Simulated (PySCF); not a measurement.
Working out the ionisation energy of V⁺

V⁺ [Ar] 3d4 (5D) → V²⁺ [Ar] 3d3 (4F). Computed with PySCF 2.14 in Sapporo-DKH3-DZP-2012 (6s5p3d1f, 43 functions), with the spin-free X2C one-electron Hamiltonian (Gaussian nucleus). Frozen: [Ar]. Energies in hartree (1 hartree = 27.21139 eV):

```
             part   V⁺ (lower)  V²⁺ (upper)
              UHF  -947.894359  -947.409020
MP2 opposite-spin     0.000000     0.000000
    MP2 same-spin    -0.037112    -0.012554
```

What does Hartree-Fock give?

(-947.409020) − (-947.894359) = 0.485339 hartree = 13.207 eV.

What do MP2 and SCS-MP2 (6/5 opposite-spin, 1/3 same-spin) give?

The opposite-spin parts differ by 0.000 eV and the same-spin parts by 0.668 eV. MP2: 13.207 + (0.000) + (0.668) = 13.875 eV. SCS-MP2: 13.207 + 1.2 × (0.000) + (0.668)/3 = 13.430 eV.

Reference: 14.634 ± 0.007 eV (measured; NIST Atomic Spectra Database, ionization energies), between the lowest levels; spin-orbit coupling is absent from the calculation.

A double-zeta basis recovers only part of the correlation energy.

What remains against the reference includes basis incompleteness, the frozen core and correlation beyond second order.
